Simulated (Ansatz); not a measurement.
Consider the ligand exchange at a B–O bond: `FB(F)O[SiH3]` + H₂Se → `FB(F)[SeH]` + `O[SiH3]`.

Computed with Ansatz on PBE0-D4/def2-TZVP structures; ΔE is electronic, products minus reactants. CCSD(T)/CBS adds triple-zeta CCSD(T) − MP2 to the extrapolated MP2 energy (def2 sets, frozen cores). Functionals use def2-TZVPP. For Se outer-core shells are correlated without core-valence functions, which leaves a few kJ/mol of doubt a bond. Scalar relativity is left out up to krypton. One conformer a species, not always the lowest.

```tsv
level	ΔE (kJ/mol)
PBE-D4	66.5
CAM-B3LYP-D4	87.7
BLYP	76.4
CAM-B3LYP	87.2
```

(1) What does CCSD(T)/CBS give? (Best estimate.)

(2) What do rigid-rotor, harmonic-oscillator terms from PBE0-D4/def2-TZVP frequencies (298.15 K, 1 bar) make of the CCSD(T)/CBS value? (An estimate is asked.)

Largest T1 diagnostic among the species: 0.012.

## Answers

(1) Computed: +78.0 kJ/mol. The listed levels differ from it by -11.5, 9.7, -1.6, 9.2 kJ/mol.

(2) Ansatz gave: ΔZPE = +7.4 kJ/mol, ΔH = +83.4 kJ/mol, ΔS = -1 J/(mol·K), ΔG = +83.8 kJ/mol. Modes under 50 cm⁻¹ make the entropy rough.

Leaving LDA and LC-ωPBE aside and taking each functional with its dispersion term where it has one, the values, not all of them listed here, spread over 26.1 kJ/mol, from revPBE-D4 to BHLYP-D4. LDA lies +7.0 kJ/mol from PBE without D4. From r2SCAN to r2SCAN0 (25 % exact exchange), in def2-TZVPP and without D4, ΔE moves by +4.6 kJ/mol. At CCSD(T), def2-SVP lies +23.7 kJ/mol from the extrapolated value and def2-TZVPP +2.3 kJ/mol.
